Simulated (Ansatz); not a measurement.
Species: sum formula BH$_{2}$S$_{3}$, charge -1, multiplicity 1. It need not be the lowest isomer of its formula. Whether it binds its extra electron was not tested at this geometry. 
Geometry from a B3LYP-D3(BJ)/def2-TZVP (Ansatz, a program for electronic structure) optimisation:
```xyz
6

S     -0.2594     1.8504    -0.1029
B     -0.0201     0.1432    -0.0080
S      1.6943    -0.6064    -0.1303
S     -1.4650    -1.0297     0.2213
H      1.4226    -1.9204    -0.0108
H     -0.8417    -2.2238     0.2412
```
Charge -1, spin multiplicity 1.

Total electronic energies in hartree. Correlated levels leave the core frozen unless marked. No spin-orbit coupling. Non-relativistic. Basis-set limits of correlation are two-point, X^-3; Hartree-Fock from the larger set.

```
level                                                             program  energy (Eh)
---------------------------------------------------------  --------------  -----------
HF/aug-cc-pV(Q+d)Z                                                 Ansatz  -1218.65177
BLYP-D3(BJ)/def2-TZVPD                                     Ansatz + dftd3  -1220.82695
B3LYP/def2-TZVPD                                                   Ansatz  -1220.88812
PBE0-D3(BJ)/def2-TZVPD                                     Ansatz + dftd3  -1220.38732
B2PLYP-D3(BJ)/def2-TZVPD                                   Ansatz + dftd3          ___
MP2/STO-3G                                                         Ansatz  -1205.11989
SCS-MP2/cc-pV(Q+d)Z                                                Ansatz  -1219.34097
CCSD(T) with core electrons (1s frozen past Ne)/cc-pwCVTZ          Ansatz  -1220.21694
CCSD(T)/CBS(aug-cc-pV(T+d)Z,aug-cc-pV(Q+d)Z)                       Ansatz   -1219.4638
```

**Question.** Complete the blanks.

**Answer.** 
- B2PLYP-D3(BJ)/def2-TZVPD, energy (Eh): -1220.42974
